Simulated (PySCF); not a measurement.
PySCF input (BP86/def2-SVP):

```python
from pyscf import gto, dft

mol = gto.M(
    atom='''
    Ge    1.60233000   -0.09262200    0.26263600
    C    -0.29489300    0.03361600   -0.05589800
    C    -1.07879400    1.11001900    0.20177000
    C    -2.50769300    0.78988900   -0.12121700
    C    -2.43642000   -0.63411700   -0.58802800
    C    -1.16320200   -1.05488600   -0.53837500
    H     2.28728700   -1.00813800   -0.77872300
    H     2.24596400    1.31257700    0.27881200
    H    -0.74969900    2.06774400    0.57818100
    H    -3.16108300    0.90773200    0.75244700
    H    -2.91253600    1.45818700   -0.89111000
    H    -3.29250500   -1.20535200   -0.91506600
    H    -0.80599400   -2.03596500   -0.81839800
    ''',
    basis='def2-svp',
    charge=0,
    spin=1,
    verbose=4,
)

mf = dft.UKS(mol, xc='bp86').density_fit(auxbasis='def2-universal-jkfit')
mf.grids.level = 3
mf.conv_tol = 1e-9
mf.max_cycle = 100
mf.max_memory = 1500
mf.kernel()
if not mf.converged:
    mf = mf.newton()
    mf.kernel(mf.make_rdm1())
mo, _, stable, _ = mf.stability(return_status=True)
if not stable:
    mf.kernel(mf.make_rdm1(mo, mf.mo_occ))
    stable = mf.stability(return_status=True)[2]
mf.dip_moment()
```

Output:

```
PySCF version 2.14.0

[INPUT] verbose = 4
[INPUT] num. atoms = 13
[INPUT] num. electrons = 69
[INPUT] charge = 0
[INPUT] spin (= nelec alpha-beta = 2S) = 1
[INPUT] symmetry False subgroup None
[INPUT] Mole.unit = angstrom
[INPUT] Symbol           X                Y                Z      unit          X                Y                Z       unit  Magmom
[INPUT]  1 Ge     1.602330000000  -0.092622000000   0.262636000000 AA    3.027964861174  -0.175030213109   0.496310110451 Bohr   0.0
[INPUT]  2 C     -0.294893000000   0.033616000000  -0.055898000000 AA   -0.557267006051   0.063525033403  -0.105631910911 Bohr   0.0
[INPUT]  3 C     -1.078794000000   1.110019000000   0.201770000000 AA   -2.038625204824   2.097631903064   0.381290040153 Bohr   0.0
[INPUT]  4 C     -2.507693000000   0.789889000000  -0.121217000000 AA   -4.738852974489   1.492673878807  -0.229066931641 Bohr   0.0
[INPUT]  5 C     -2.436420000000  -0.634117000000  -0.588028000000 AA   -4.604166524413  -1.198307460931  -1.111211873576 Bohr   0.0
[INPUT]  6 C     -1.163202000000  -1.054886000000  -0.538375000000 AA   -2.198133207546  -1.993445632638  -1.017381302313 Bohr   0.0
[INPUT]  7 H      2.287287000000  -1.008138000000  -0.778723000000 AA    4.322345998278  -1.905104715767  -1.471573196900 Bohr   0.0
[INPUT]  8 H      2.245964000000   1.312577000000   0.278812000000 AA    4.244256845633   2.480411047403   0.526878320242 Bohr   0.0
[INPUT]  9 H     -0.749699000000   2.067744000000   0.578181000000 AA   -1.416725785860   3.907469855713   1.092603740427 Bohr   0.0
[INPUT] 10 H     -3.161083000000   0.907732000000   0.752447000000 AA   -5.973581127018   1.715364874504   1.421918753251 Bohr   0.0
[INPUT] 11 H     -2.912536000000   1.458187000000  -0.891110000000 AA   -5.503895367936   2.755574068401  -1.683953846861 Bohr   0.0
[INPUT] 12 H     -3.292505000000  -1.205352000000  -0.915066000000 AA   -6.221932713761  -2.277785163697  -1.729224125901 Bohr   0.0
[INPUT] 13 H     -0.805994000000  -2.035965000000  -0.818398000000 AA   -1.523107918043  -3.847416249200  -1.546548080892 Bohr   0.0

nuclear repulsion = 369.492631233082
number of shells = 63
number of NR pGTOs = 243
number of NR cGTOs = 137
basis = def2-svp
ecp = {}

******** <class 'pyscf.df.df_jk.DFUKS'> ********
method = DFUKS
initial guess = minao
damping factor = 0
level_shift factor = 0
DIIS = <class 'pyscf.scf.diis.CDIIS'>
diis_start_cycle = 1
diis_space = 8
diis_damp = 0
SCF conv_tol = 1e-09
SCF conv_tol_grad = None
SCF max_cycles = 100
direct_scf = False
number electrons alpha = 35  beta = 34
XC library pyscf.dft.libxc version 7.1.2
    S. Lehtola, C. Steigemann, M. J. T. Oliveira, and M. A. L. Marques,  SoftwareX 7, 1–5 (2018)
XC functionals = bp86
    A. D. Becke,  Phys. Rev. A 38, 3098 (1988)
    J. P. Perdew,  Phys. Rev. B 33, 8822 (1986)
    J. P. Perdew,  Phys. Rev. B 34, 7406–7406 (1986)
radial grids:
    Treutler-Ahlrichs [JCP 102, 346 (1995); DOI:10.1063/1.469408] (M4) radial grids

becke partition: Becke, JCP 88, 2547 (1988); DOI:10.1063/1.454033
pruning grids: <function nwchem_prune>
grids dens level: 3
symmetrized grids: False
atomic radii adjust function: <function treutler_atomic_radii_adjust>
small_rho_cutoff = 0
Set gradient conv threshold to 3.16228e-05
tot grids = 159888
init E= -2271.4337952382
  alpha nocc = 35  HOMO = -0.184578906209909  LUMO = -0.127042151269813
  beta  nocc = 34  HOMO = -0.288778442152744  LUMO = -0.184578906209914

WARN: HOMO -0.184578906209909 >= LUMO -0.184578906209914

cycle= 1 E= -2271.42135935692  delta_E= 0.0124  |g|= 0.492  |ddm|= 2.91
  alpha nocc = 35  HOMO = -0.0975218070618231  LUMO = 0.0157867435986896
  beta  nocc = 34  HOMO = -0.145996121942577  LUMO = -0.0891273834687496
  HOMO = -0.0975218070618  LUMO = -0.0891273834687  gap/eV = 0.22842
cycle= 2 E= -2270.89554239191  delta_E= 0.526  |g|= 1.01  |ddm|= 1.69
  alpha nocc = 35  HOMO = -0.137388609523808  LUMO = -0.0678464536054566
  beta  nocc = 34  HOMO = -0.228364888313766  LUMO = -0.10927554020277
  HOMO = -0.137388609524  LUMO = -0.109275540203  gap/eV = 0.76500
cycle= 3 E= -2271.48154348936  delta_E= -0.586  |g|= 0.215  |ddm|= 1.58
  alpha nocc = 35  HOMO = -0.160298635122865  LUMO = -0.0541042102632598
  beta  nocc = 34  HOMO = -0.206422985234199  LUMO = -0.126616345228133
  HOMO = -0.160298635123  LUMO = -0.126616345228  gap/eV = 0.91654
cycle= 4 E= -2271.51983166219  delta_E= -0.0383  |g|= 0.0817  |ddm|= 0.461
  alpha nocc = 35  HOMO = -0.169397939403748  LUMO = -0.0524456820194796
  beta  nocc = 34  HOMO = -0.204067421843323  LUMO = -0.131370998435584
  HOMO = -0.169397939404  LUMO = -0.131370998436  gap/eV = 1.03477
cycle= 5 E= -2271.52110909103  delta_E= -0.00128  |g|= 0.0695  |ddm|= 0.178
  alpha nocc = 35  HOMO = -0.171247298192  LUMO = -0.0552496945859446
  beta  nocc = 34  HOMO = -0.207424805675829  LUMO = -0.130483910855968
  HOMO = -0.171247298192  LUMO = -0.130483910856  gap/eV = 1.10923
cycle= 6 E= -2271.52373652905  delta_E= -0.00263  |g|= 0.0152  |ddm|= 0.0857
  alpha nocc = 35  HOMO = -0.16932370356296  LUMO = -0.0551053896052722
  beta  nocc = 34  HOMO = -0.207330787986501  LUMO = -0.127909847057127
  HOMO = -0.169323703563  LUMO = -0.127909847057  gap/eV = 1.12693
cycle= 7 E= -2271.52385595546  delta_E= -0.000119  |g|= 0.00434  |ddm|= 0.0254
  alpha nocc = 35  HOMO = -0.169589059905056  LUMO = -0.054986714385211
  beta  nocc = 34  HOMO = -0.207235977422775  LUMO = -0.127786209697087
  HOMO = -0.169589059905  LUMO = -0.127786209697  gap/eV = 1.13751
cycle= 8 E= -2271.52386407763  delta_E= -8.12e-06  |g|= 0.00295  |ddm|= 0.00846
  alpha nocc = 35  HOMO = -0.169674211876337  LUMO = -0.0550641296370755
  beta  nocc = 34  HOMO = -0.207375515146563  LUMO = -0.12773690248584
  HOMO = -0.169674211876  LUMO = -0.127736902486  gap/eV = 1.14117
cycle= 9 E= -2271.52386855253  delta_E= -4.47e-06  |g|= 0.00146  |ddm|= 0.00452
  alpha nocc = 35  HOMO = -0.169774453993792  LUMO = -0.0550853950624637
  beta  nocc = 34  HOMO = -0.207389088154058  LUMO = -0.127781827197796
  HOMO = -0.169774453994  LUMO = -0.127781827198  gap/eV = 1.14268
cycle= 10 E= -2271.52386986367  delta_E= -1.31e-06  |g|= 0.000411  |ddm|= 0.00198
  alpha nocc = 35  HOMO = -0.169750220409356  LUMO = -0.0550640270725076
  beta  nocc = 34  HOMO = -0.207351526839061  LUMO = -0.127743369722406
  HOMO = -0.169750220409  LUMO = -0.127743369722  gap/eV = 1.14306
cycle= 11 E= -2271.52387001952  delta_E= -1.56e-07  |g|= 0.000175  |ddm|= 0.001
  alpha nocc = 35  HOMO = -0.169760112934588  LUMO = -0.0550771509523749
  beta  nocc = 34  HOMO = -0.20737412304427  LUMO = -0.127758835358524
  HOMO = -0.169760112935  LUMO = -0.127758835359  gap/eV = 1.14291
cycle= 12 E= -2271.5238700586  delta_E= -3.91e-08  |g|= 8.86e-05  |ddm|= 0.00045
  alpha nocc = 35  HOMO = -0.169761626756024  LUMO = -0.055073368338816
  beta  nocc = 34  HOMO = -0.207370409490088  LUMO = -0.127759072256721
  HOMO = -0.169761626756  LUMO = -0.127759072257  gap/eV = 1.14295
cycle= 13 E= -2271.52387007121  delta_E= -1.26e-08  |g|= 3.71e-05  |ddm|= 0.000297
  alpha nocc = 35  HOMO = -0.169760394073482  LUMO = -0.055072891381815
  beta  nocc = 34  HOMO = -0.207369850178238  LUMO = -0.127759607666078
  HOMO = -0.169760394073  LUMO = -0.127759607666  gap/eV = 1.14290
cycle= 14 E= -2271.52387007273  delta_E= -1.52e-09  |g|= 1.54e-05  |ddm|= 0.000112
  alpha nocc = 35  HOMO = -0.169761961815209  LUMO = -0.0550750171537695
  beta  nocc = 34  HOMO = -0.207372207738441  LUMO = -0.127761228537675
  HOMO = -0.169761961815  LUMO = -0.127761228538  gap/eV = 1.14290
cycle= 15 E= -2271.52387007286  delta_E= -1.24e-10  |g|= 1.06e-05  |ddm|= 3.26e-05
  alpha nocc = 35  HOMO = -0.169760630120521  LUMO = -0.0550721444071205
  beta  nocc = 34  HOMO = -0.207369230419282  LUMO = -0.127759856573753
  HOMO = -0.169760630121  LUMO = -0.127759856574  gap/eV = 1.14290
Extra cycle  E= -2271.52387007265  delta_E= 2.11e-10  |g|= 2.21e-05  |ddm|= 4.25e-05
converged SCF energy = -2271.52387007265  <S^2> = 0.75499394  2S+1 = 2.0049877
uhf_internal: lowest eigs of H = [0.83036967 0.84175338 0.85632113]
<class 'pyscf.df.df_jk.DFUKS'> wavefunction is stable in the internal stability analysis
Dipole moment(X, Y, Z, Debye): -1.50498,  0.47768, -0.09472
```

The geometry given is a B3LYP-D3(BJ)/def2-TZVP minimum.
